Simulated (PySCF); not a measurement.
Cartesian coordinates (Å):
```xyz
6

Hf    -0.0345    -0.0950    -0.1139
H      0.4865    -0.6327     1.5866
H     -0.4263     1.7162    -0.1423
H      1.3003    -0.4335    -1.3544
S     -2.0179    -1.3371    -0.7314
H     -1.8912    -1.9189     0.5083
```
Charge 0, multiplicity 1.

Problem. What is the computed HOMO–LUMO gap, charge on the central atom (Mulliken) and total energy (TPSSh-D3(BJ)/def2-TZVP // BP86-D3(BJ)/def2-SVP in PySCF 2.14.0)?

Solution. 
| Property | Value |
|---|---|
| HOMO–LUMO gap | 5.03 eV |
| charge on the central atom (Mulliken) | 0.83 e |
| total energy | -12207.99 eV |
